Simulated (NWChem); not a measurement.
Molecule: C2H6ClSi, doublet; SMILES C[Si](Cl)C

Results from NWChem. Pople sets run with spherical d functions. Spin-unrestricted. Medium grid unless said otherwise, to which SCAN and Minnesota functionals are sensitive. In the optimisation the excess spin sits in a' (Cs, its own frame). The geometry was optimised at PBE0/def2-SVP, spin-unrestricted. No stability test was run on the SCF state. Total energies of different functionals are on different scales.

| level | energy (Ha) | highest occupied level (eV) | lowest empty minus highest occupied level, either spin (eV) | dipole (D) | <S²> |
|---|---|---|---|---|---|
| B3LYP/6-31G* | -829.5342 | -5.48 | 3.03 | 2.52 | 0.751 |
| PBE/6-31G* | -829.0398 | -4.59 | 1.66 | 2.50 | 0.751 |
| BLYP/6-31G* | -829.4281 | -4.35 | 1.41 | 2.43 | 0.751 |
| B97-D/6-31G* | -829.4583 | -4.56 | ? | 2.49 | 0.753 |
| PW91/6-31G* | -829.4251 | -4.63 | 1.66 | 2.49 | 0.751 |
| CAM-B3LYP/6-31G* | -829.4619 | -6.99 | 5.81 | 2.59 | 0.751 |
| PW6B95/6-31G* | -830.2144 | -5.77 | 3.45 | 2.54 | 0.751 |
| HCTH/407/6-31G* | -829.6014 | -4.83 | 1.63 | 2.51 | 0.754 |
| OLYP/6-31G* | -829.4750 | -4.44 | 1.75 | 2.48 | 0.752 |
| MN15-L/6-31G* | -829.2789 | -5.01 | 2.79 | 2.55 | 0.754 |
| LDA (Slater exchange, VWN5)/6-31G* | -826.0786 | -4.51 | 1.20 | 2.56 | 0.751 |

Question: Complete the blanks.

Answer: 
- B97-D/6-31G*, lowest empty minus highest occupied level, either spin (eV): 1.29
